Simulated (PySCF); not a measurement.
BrFGaHO. Atoms are numbered in the order given.

```xyz
5

Ga    -0.0068     0.7322     0.0000
F     -1.5373     1.5715     0.0000
Br     0.0280    -1.5157     0.0000
O      1.4705     1.6952     0.0000
H      1.3008     2.6446     0.0000
```

Geometry optimised at PBE0-D3(BJ)/def2-SVP. The structure was generated by enumeration; whether it is a known compound was not checked. One conformer was computed; it need not be the lowest.

The numbers are results of TDA-PBE/def2-SVPD (PySCF), not measurements.

Vertical excitations.  State labels are in the subgroup Cs.

```
state  symmetry  energy (eV)  λ (nm)      f                                                                 main pairs
-----  --------  -----------  ------  -----  -------------------------------------------------------------------------
S1           A'         5.09     243  0.015                                                             HOMO→LUMO 99 %
S2           A"         5.12     242  0.002                                                          HOMO−1→LUMO 100 %
S3           A"         5.63     220  0.028                                                           HOMO−2→LUMO 99 %
S4           A'         6.10     203  0.024                                       HOMO−3→LUMO 73 %, HOMO−1→LUMO+1 22 %
S5           A"         6.12     203  0.000                                                          HOMO→LUMO+1 100 %
S6           A'         6.57     189  0.025  HOMO−1→LUMO+1 45 %, HOMO−2→LUMO+1 21 %, HOMO−4→LUMO 19 %, HOMO−3→LUMO 8 %
S7           A'         6.85     181  0.088                     HOMO−4→LUMO 53 %, HOMO−6→LUMO 25 %, HOMO−1→LUMO+1 14 %
S8           A"         6.98     178  0.028                                                           HOMO−5→LUMO 96 %
S9           A"         7.08     175  0.003                                                         HOMO−3→LUMO+1 97 %
S10          A'         7.49     166  0.069                     HOMO−2→LUMO+1 43 %, HOMO→LUMO+2 31 %, HOMO−4→LUMO 10 %
T1           A'         4.75     261      0                                                            HOMO→LUMO 100 %
T2           A"         4.82     257      0                                                          HOMO−1→LUMO 100 %
T3           A"         5.23     237      0                                                           HOMO−2→LUMO 99 %
T4           A'         5.57     223      0                                                           HOMO−3→LUMO 98 %
```
Triplets are in the Tamm–Dancoff approximation.
